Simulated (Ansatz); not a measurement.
Ideal-gas functions of F₂HIn (`[F][InH][F]`) at 400 K and 1 bar, from an Ansatz frequency run at PBE0-D4/def2-TZVP.

Molar mass 153.82 g/mol, point group C2v (symmetry number 2), electronic degeneracy 1, moments of inertia 41.857, 91.656, 133.512 u Å². Harmonic wavenumbers (cm⁻¹, unscaled): 153, 396, 405, 610, 611, 1939.

Use S(trans) = R[1.5 ln M + 2.5 ln T − 1.1517]; rotational temperatures θ = 24.2544 K / I; S(rot) = R[ln(√π/σ · √(T³/θAθBθC)) + 1.5]; for each mode x = 1.438777 ν̃/T, S = R[x/(eˣ − 1) − ln(1 − e⁻ˣ)] and H = RT x/(eˣ − 1); 1 cm⁻¹ = 0.0119627 kJ/mol; R = 8.31446 J/(mol·K).

**Question.** By hand: the entropy, in J/(mol·K).

**Answer.** Translation 177.8. Rotation: θ = 0.5795, 0.2646, 0.1817 K, giving 101.1. Vibration, mode by mode: 13.38, 6.04, 5.88, 3.27, 3.26, 0.06, in all 31.9. Electronic 0.0. Sum 310.8 J/(mol·K).

**Question.** By hand: H − E and G − E in kJ/mol, counted from the electronic energy.

**Answer.** Zero-point energy ½ × 4114 × 0.0119627 = 24.6; thermal vibration 7.3; translation, rotation and pV give 4 RT = 13.3. H − E = 45.2 kJ/mol, and G − E = 45.2 − 400 × 310.8/1000 = -79.1 kJ/mol.

Vibration gives 10 % of the entropy.
